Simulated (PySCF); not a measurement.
A small calculation by hand: chemical shift, span and skew from a shielding tensor

Al(F)(NCO)(OMe) (C2H3AlFNO2), SMILES [O]([Al]([F])[N]=C=O)C. Atoms are numbered in the order given.

```xyz
10

Al    -0.4749    -0.5926     0.3092
F     -1.1229    -1.2984     1.6577
N      0.5844     0.8043     0.5051
C      1.2970     1.7540     0.6919
O      1.9910     2.6779     0.8653
O     -0.8482    -1.2255    -1.1960
C     -0.5520    -0.9543    -2.5371
H     -0.0560    -1.8237    -3.0020
H     -1.4801    -0.7556    -3.1002
H      0.1131    -0.0785    -2.6543
```

Geometry: ωB97X-D3(BJ)/def2-SVP. The structure was generated by enumeration; whether it is a known compound was not checked. Other conformers were not sampled.

GIAO shieldings from PBE/pcSseg-1 in PySCF, non-relativistic, no solvent. The symmetric part of the tensor of F2 has the principal values 295.1, 325.2, 450.1 ppm. The same nucleus in CFCl3 has σ = 133.6 ppm at this level (PySCF, at its B3LYP-D3(BJ)/def2-TZVP geometry).

Work out the isotropic shielding, the ¹⁹F shift against CFCl3, the span and the skew.


σ(iso) = (σ11 + σ22 + σ33)/3 = 356.8 ppm. δ = σ(ref) − σ(iso) = 133.6 − (356.8) = -223.2 ppm.
Span Ω = σ33 − σ11 = 155.0 ppm. Skew κ = 3(σ(iso) − σ22)/Ω = 0.61. Tumbling in solution averages the tensor to δ; in a static solid the shielding alone would spread this spin-1/2 line over Ω.
